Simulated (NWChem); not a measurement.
System meant: vinylidene fluoride (C2H2F2); SMILES C=C(F)F

The following NWChem deck was run.

```
start job
memory heap 200 mb stack 900 mb global 1100 mb
geometry units angstroms noautoz
  C      0.014913    -1.385722     0.000000
  C      0.000736    -0.062923     0.000000
  F     -1.093196     0.686527     0.000000
  F      1.078430     0.709732     0.000000
  H      0.957241    -1.915946     0.000000
  H     -0.915803    -1.936068     0.000000
end
basis spherical
  C library def2-svp
  F library def2-svp
  H library def2-svp
end
dft
  odft
  mult 2
  xc b3lyp
  iterations 150
  mulliken
end
task dft energy
```

End of the output:

```
 ==============================================================================
                                 internuclear angles
 ------------------------------------------------------------------------------
        center 1       |       center 2       |       center 3       |  degrees
 ------------------------------------------------------------------------------
    2 C                |   1 C                |   5 H                |   119.98
    2 C                |   1 C                |   6 H                |   119.98
    5 H                |   1 C                |   6 H                |   120.04
    1 C                |   2 C                |   3 F                |   125.03
    1 C                |   2 C                |   4 F                |   125.03
    3 F                |   2 C                |   4 F                |   109.95
 ------------------------------------------------------------------------------
                            number of included internuclear angles:          6
 ==============================================================================

 Summary of "ao basis" -> "" (spherical)
 ------------------------------------------------------------------------------
       Tag                 Description            Shells   Functions and Types
 ---------------- ------------------------------  ------  ---------------------
 C                          def2-svp                 6       14   3s2p1d
 F                          def2-svp                 6       14   3s2p1d
 H                          def2-svp                 3        5   2s1p

                                 NWChem DFT Module
                                 -----------------

 Summary of "ao basis" -> "ao basis" (spherical)
 ------------------------------------------------------------------------------
       Tag                 Description            Shells   Functions and Types
 ---------------- ------------------------------  ------  ---------------------
 C                          def2-svp                 6       14   3s2p1d
 F                          def2-svp                 6       14   3s2p1d
 H                          def2-svp                 3        5   2s1p

      Symmetry analysis of basis
      --------------------------

        a1         28
        a2          7
        b1         11
        b2         20

  number of electrons :                   32
  multiplicity        :                    2
 ------------------------------------------------------------------------
  no. of electrons and multiplicity not compatible                  32
 ------------------------------------------------------------------------
 ------------------------------------------------------------------------
  current input line :
    23: task dft energy
 ------------------------------------------------------------------------
 ------------------------------------------------------------------------
 There is an error in the input file
 ------------------------------------------------------------------------
 For more information see the NWChem manual at https://nwchemgit.github.io

0: no. of electrons and multiplicity not compatible:Received an Error in Communication
```

Question: What is wrong, and how is it mended?

Answer: The input was rejected before any calculation. Cause: the multiplicity doesn't fit the number of electrons (an even count wants an odd multiplicity, and the reverse). This input runs:
```
start job
memory heap 200 mb stack 900 mb global 1100 mb
geometry units angstroms noautoz
  C      0.014913    -1.385722     0.000000
  C      0.000736    -0.062923     0.000000
  F     -1.093196     0.686527     0.000000
  F      1.078430     0.709732     0.000000
  H      0.957241    -1.915946     0.000000
  H     -0.915803    -1.936068     0.000000
end
basis spherical
  * library def2-svp
end
dft
  xc b3lyp
  iterations 150
  mulliken
end
task dft energy
```
It converges to -276.85584 Ha (B3LYP/def2-SVP).
